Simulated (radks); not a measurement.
Minus the highest occupied eigenvalue as an estimate of the ionisation energy, Tc to Tc19+. The LB94 potential has the -1/r tail that LDA and GGA lack but no energy functional. Method: Dirac Kohn-Sham, LB94 model potential, spin-unpolarised, spherical densities, finite nucleus; open shells fill j = l - 1/2 first; Fermi nuclear charge, rms radius 4.4112 fm; computed with a radial shooting solver on a logarithmic mesh with Libxc functionals.

| species | configuration | HOMO | -e(HOMO) (eV) | <r> (bohr) | IE, NIST (eV) | kind |
|---|---|---|---|---|---|---|
| Tc | [Kr] 4d5 5s2 | 5s1/2 | 8.896 | 3.13 | 7.119 | exp. |
| Tc+ | [Kr] 4d5 5s1 | 5s1/2 | 16.332 | 2.88 | 15.260 | semi-emp. |
| Tc2+ | [Kr] 4d5 | 4d5/2 | 29.207 | 1.61 | 29.550 | semi-emp. |
| Tc3+ | [Kr] 4d4 | 4d3/2 | 42.887 | 1.51 | 41 | theory |
| Tc4+ | [Kr] 4d3 | 4d3/2 | 57.514 | 1.43 | 57 | theory |
| Tc5+ | [Kr] 4d2 | 4d3/2 | 73.238 | 1.37 | 72 | theory |
| Tc6+ | [Kr] 4d1 | 4d3/2 | 89.973 | 1.32 | 88 | theory |
| Tc7+ | [Kr] | 4p3/2 | 150.87 | 1.10 | 150 | theory |
| Tc8+ | [Ar] 3d10 4s2 4p5 | 4p3/2 | 171.51 | 1.07 | 169 | theory |
| Tc9+ | [Ar] 3d10 4s2 4p4 | 4p3/2 | 192.81 | 1.05 | 190 | theory |
| Tc10+ | [Ar] 3d10 4s2 4p3 | 4p3/2 | 214.74 | 1.03 | 214 | theory |
| Tc11+ | [Ar] 3d10 4s2 4p2 | 4p1/2 | 241.69 | 0.993 | 239 | theory |
| Tc12+ | [Ar] 3d10 4s2 4p1 | 4p1/2 | 265.27 | 0.974 | 262.1 | semi-emp. |
| Tc13+ | [Ar] 3d10 4s2 | 4s1/2 | 319.91 | 0.924 | 311 | theory |
| Tc14+ | [Ar] 3d10 4s1 | 4s1/2 | 345.70 | 0.908 | 338.6 | semi-emp. |
| Tc15+ | [Ar] 3d10 | 3d5/2 | 599.36 | 0.390 | 604 | theory |
| Tc16+ | [Ar] 3d9 | 3d5/2 | 654.29 | 0.383 | 655 | theory |
| Tc17+ | [Ar] 3d8 | 3d5/2 | 710.89 | 0.376 | 713 | theory |
| Tc18+ | [Ar] 3d7 | 3d5/2 | 769.13 | 0.369 | 773 | theory |
| Tc19+ | [Ar] 3d6 | 3d5/2 | 829.01 | 0.362 | 829 | theory |

Reference values: NIST Atomic Spectra Database (exp. = measured, semi-emp. = semi-empirical, theory = theoretical value adopted there). Spin polarisation and multiplet splitting are left out.

Beside tabulated values, note that spin-unpolarised runs miss the spin-polarisation part of the exchange energy of open shells.
